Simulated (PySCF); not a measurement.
**Electron correlation in Re²⁺ (rhenium, charge +2)**

[Xe] 4f14 5d5, high-spin 6S determinant. Calculation: PySCF 2.14, in def2-QZVPPD with the def2 core potential (60 electrons) (7s6p4d4f2g, 91 functions); a scalar-relativistic core potential. Frozen: 5s2 5p6; 5 electrons correlated.

```
  level  correlation energy (mhartree)
   CCSD                         -60.42
    (T)                          -0.82
CCSD(T)                         -61.24
```

Diagnostics: T1 = 0.00067, D1 = 0.0009, largest double amplitude 0.016.

Cost of the coupled-cluster step: roughly 19 core-seconds, for 5 correlated electrons.

Iterations:

```
CC2 = 0
CCSD nocc = (np.int64(5), np.int64(0)), nmo = (87, 87)
frozen orbitals [[0, 1, 2, 3], [0, 1, 2, 3]]
max_cycle = 100
direct = 0
conv_tol = 1e-08
conv_tol_normt = 1e-06
diis_space = 8
diis_start_cycle = 0
Init t2, MP2 energy = -0.054691574739206
Init E_corr(UCCSD) = -0.0546915747395892
cycle = 1  E_corr(UCCSD) = -0.0597456970720932  dE = -0.00505412233  norm(t1,t2) = 0.0145981
cycle = 2  E_corr(UCCSD) = -0.0603025463459616  dE = -0.000556849274  norm(t1,t2) = 0.00319373
cycle = 3  E_corr(UCCSD) = -0.0604292220632863  dE = -0.000126675717  norm(t1,t2) = 0.00109421
cycle = 4  E_corr(UCCSD) = -0.0604182799477498  dE = 1.09421155e-05  norm(t1,t2) = 0.000128964
cycle = 5  E_corr(UCCSD) = -0.0604185246394656  dE = -2.44691716e-07  norm(t1,t2) = 1.38383e-05
cycle = 6  E_corr(UCCSD) = -0.0604185313151457  dE = -6.67568004e-09  norm(t1,t2) = 1.28177e-06
cycle = 7  E_corr(UCCSD) = -0.0604185321016651  dE = -7.86519426e-10  norm(t1,t2) = 1.09083e-07
UCCSD converged
E(UCCSD) = -76.80274609814605  E_corr = -0.06041853210166508
UCCSD(T) correction = -0.000818940224764273
```
